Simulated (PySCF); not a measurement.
2-fluorobut-1-ene (C₄H₇F), SMILES C=C(F)CC.

Coordinates come from a TPSSh-D3(BJ)/def2-SVP optimisation. The values are those of a single conformer.

Level of theory: PBE/def2-TZVP (PySCF).

Computed frontier levels, gap, dipole moment and polarisability:
- highest occupied level = -6.07 eV
- lowest empty level = -0.64 eV
- orbital gap = 5.43 eV
- dipole moment = 1.43 D
- quadrupole, principal values (traceless, Buckingham form, about the centre of nuclear charge) = -2.03, -0.50, 2.53 D·Å
- mean static polarisability = 51.9 bohr³ (7.69 Å³)
- polarisability, principal values = 41.7, 47.1, 66.9 bohr³
